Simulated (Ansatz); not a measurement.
Cost and result up the ladder for Cs₈F₈ (relaxed from a model of 2x2x4 CsF rock-salt block, whose bonding it doesn't keep) (16 atoms). Charge 0, multiplicity 1. Geometry: r2SCAN-D4/def2-SVP.

Cartesian coordinates in Å:
```
Cs -1.8894 3.7728 2.2347
F -1.7306 1.1895 1.1378
Cs -2.0664 -1.5328 0.1751
F -1.7353 -4.0833 -0.9739
F 0.6643 3.2775 3.0739
Cs 0.7489 0.5420 2.4079
F 0.5965 -2.0425 1.0856
Cs 0.6207 -4.7275 0.2532
F -0.5126 4.5135 -0.0074
Cs -0.6982 2.0623 -1.3826
F -0.6506 -0.7334 -2.1780
Cs -0.7765 -3.2625 -3.3985
Cs 2.0451 4.2173 0.9102
F 1.7847 1.5864 -0.0450
Cs 2.0156 -1.0714 -1.1999
F 1.5835 -3.7079 -2.0931
```

Ansatz on 4 threads of Intel Xeon on a shared host. Times are rough, and most runs start from the orbitals of an earlier one. PBE0-D4/def2-TZVP serves as the yardstick here, not as an exact answer. Differences are given only for rows in sets of like size (and for xTB, whose basis is part of the method), since another set adds its own error. Binding counts from free atoms at the same level (Cs doublet, F doublet; other spins of the atoms weren't run), without zero-point energy or a counterpoise term.

In the def2 sets Cs takes a core potential; there is no spin–orbit coupling. Correlated methods freeze 8 core orbitals; core or outer-core shells of Cs are correlated, in sets that lack core-valence functions. The rows differ in basis, and correlated rows in double-zeta sets carry the largest basis error.

Correlated methods converge slowly with the basis, most of all in double-zeta sets.

```
                             level  functions  binding energy per atom (eV)  difference from PBE0-D4/def2-TZVP (eV)
                 PBE0-D4/def2-TZVP        480                          3.23                                    0.00
               r2SCAN-D4/def2-TZVP        480                          3.35                                    0.12
                   PBE-D4/def2-SVP        304                          3.41                                       –
                  PBE0-D4/def2-SVP        304                          3.25                                       –
             LDA (SPW92)/def2-TZVP        480                          3.79                                    0.56
                      MP2/def2-SVP        304                          3.24                                       –
    PBE-D4/def2-TZVP (with forces)        480                          3.37                                    0.14
r2SCANh-D4/def2-TZVP (with forces)        480                          3.29                                    0.06
```

(1) Estimate how long each takes.

## Answers

(1) LDA (SPW92)/def2-TZVP 21 s; PBE-D4/def2-SVP 26 s; MP2/def2-SVP 36 s; PBE0-D4/def2-SVP 48 s; PBE-D4/def2-TZVP (with forces) 49 s; r2SCAN-D4/def2-TZVP 83 s; PBE0-D4/def2-TZVP 97 s; r2SCANh-D4/def2-TZVP (with forces) 2.3 min. On shared hardware such times vary by a factor of up to 3.
